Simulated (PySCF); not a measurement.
# Bond curve of LiBe

Set-up: Li cc-pVTZ, Be cc-pVTZ; no relativity (PySCF 2.14). Energies in eV from Li + Be in their ground configurations at the same level. All curves are PBE0. state 1: ²Σ⁺ (doublet), unpaired electrons σ ↑; state 2: doublet, unpaired electrons π ↑, a second solution, started from another occupation; state 3: ⁴Π (quartet), unpaired electrons σ ↑↑, π ↑, a second solution, started from another occupation.

```
R (Å)  state 1  state 2  state 3
2.227  -0.3498   0.0853   1.7880
2.330  -0.4412   0.0974   1.7280
2.434  -0.4918   0.1407   1.7003
2.511  -0.5096   0.1883   1.6956
2.589  -0.5142   0.2456   1.7015
2.667  -0.5086   0.3103   1.7157
2.770  -0.4895   0.4041   1.7441
2.900  -0.4534   0.5287   1.7894
3.055  -0.4006   0.6805   1.8505
3.262  -0.3266   0.8746   1.9326
```

Task: Put a parabola through the three lowest points of the state 1 curve and estimate Re, k and ωe (reduced mass 3.945 u; 1 eV/Å² = 0.16022 mdyn/Å; ωe = 1302.8·√(k/μ) cm⁻¹).

Result: Through R = 2.511, 2.589, 2.667 Å the second-order coefficient is 0.838 eV/Å², so Re ≈ 2.585 Å, k ≈ 0.269 mdyn/Å and ωe ≈ 340 cm⁻¹. A polynomial fit of higher order to the unrounded PBE0 energies gives Re = 2.582 Å, k = 0.276 mdyn/Å, ωe = 345 cm⁻¹; anharmonicity and rounding make the difference.

The higher-order fit for each curve: state 1: Re = 2.582 Å, ωe = 345 cm⁻¹, De = 0.51 eV; state 3: Re = 2.504 Å, ωe = 352 cm⁻¹, minimum 1.70 eV above the ground-state fragments. State 2 gave no clean fit.

The state is the lowest determinant that a PBE0 search found; another state may lie lower at other levels.
